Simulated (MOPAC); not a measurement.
MOPAC input (PM6):

```
PM6 1SCF CHARGE=1 GEO-OK AUX(PRECISION=9) THREADS=1
H5Si2

Si    1.19539252 1   -0.12168310 1    0.01645495 1
Si   -1.16229105 1    0.12120571 1   -0.02749547 1
H     2.12967456 1    0.96629337 1    0.36680398 1
H     1.89726773 1   -1.39723520 1   -0.22779539 1
H    -1.45318068 1   -0.20595896 1    1.38667991 1
H    -1.39983874 1    1.52947855 1   -0.38173963 1
H    -1.63734345 1   -0.88589432 1   -0.98938161 1
```

From the last part of the output:

```
                                                       MOPAC v23.2.5 Linux

          FINAL HEAT OF FORMATION =        208.97814 KCAL/MOL =     874.36456 KJ/MOL

          COSMO AREA              =        117.13 SQUARE ANGSTROMS
          COSMO VOLUME            =        108.88 CUBIC ANGSTROMS

          IONIZATION POTENTIAL    =         13.769842 EV
          HOMO LUMO ENERGIES (EV) =        -13.770 -6.346
          NO. OF FILLED LEVELS    =          6
          MOLECULAR WEIGHT        =         61.2105         POINT GROUP:  Cs

          MOLECULAR DIMENSIONS (Angstroms)

            Atom       Atom       Distance
            H     7    H     3     4.41138
            H     4    H     6     4.09760
            H     4    H     5     2.06222

          SCF CALCULATIONS        =          1

   ATOM   CHEMICAL          X               Y               Z
  NUMBER   SYMBOL      (ANGSTROMS)     (ANGSTROMS)     (ANGSTROMS)

     1      Si          1.19539252  *  -0.12168310  *   0.01645495  *
     2      Si         -1.16229105  *   0.12120571  *  -0.02749547  *
     3       H          2.12967456  *   0.96629337  *   0.36680398  *
     4       H          1.89726773  *  -1.39723520  *  -0.22779539  *
     5       H         -1.45318068  *  -0.20595896  *   1.38667991  *
     6       H         -1.39983874  *   1.52947855  *  -0.38173963  *
     7       H         -1.63734345  *  -0.88589432  *  -0.98938161  *

                             CARTESIAN COORDINATES

   1   Si        1.195392520    -0.121683100     0.016454950
   2   Si       -1.162291050     0.121205710    -0.027495470
   3    H        2.129674560     0.966293370     0.366803980
   4    H        1.897267730    -1.397235200    -0.227795390
   5    H       -1.453180680    -0.205958960     1.386679910
   6    H       -1.399838740     1.529478550    -0.381739630
   7    H       -1.637343450    -0.885894320    -0.989381610

           Empirical Formula: H5 Si2  =     7 atoms

      MOLECULAR POINT GROUP   :   Cs

                  EIGENVALUES
 -24.15624 -21.77331 -16.90689 -16.21861 -15.95992 -13.76984  -6.34645  -5.07414
  -4.76807  -4.08570  -4.05400  -3.75652  -3.63650  -3.15718  -3.08467  -2.59466
  -2.54455  -2.49929  -0.95038  -0.57433  -0.29708   0.26253   0.33580

              NET ATOMIC CHARGES AND DIPOLE CONTRIBUTIONS

  ATOM NO.   TYPE          CHARGE      No. of ELECS.   s-Pop       p-Pop       d-Pop
    1         Si           0.768255        3.2317     1.35277     1.58923     0.28975
    2         Si           0.405098        3.5949     1.20058     1.96652     0.42780
    3          H          -0.041497        1.0415     1.04150
    4          H          -0.041497        1.0415     1.04150
    5          H          -0.032907        1.0329     1.03291
    6          H          -0.028726        1.0287     1.02873
    7          H          -0.028726        1.0287     1.02873
 DIPOLE           X         Y         Z       TOTAL
 POINT-CHG.     1.959    -0.183    -0.038     1.968
 HYBRID         0.195    -0.015    -0.017     0.196
 SUM            2.154    -0.198    -0.055     2.164

          ATOMIC ORBITAL ELECTRON POPULATIONS

     Atom    s        px        py        pz      x^2-y^2     xz        z^2       yz        xy
    1 Si   1.35277   0.84347   0.67601   0.06975   0.08956   0.01480   0.01971   0.01722   0.14845
    2 Si   1.20058   0.53601   0.72001   0.71050   0.13756   0.01970   0.13477   0.11243   0.02335
    3  H   1.04150
    4  H   1.04150
    5  H   1.03291
    6  H   1.02873
    7  H   1.02873

 **********************
 *                    *
 * JOB ENDED NORMALLY *
 *                    *
 **********************

 == MOPAC DONE ==
```

The dipole moment of an ion depends on the origin.
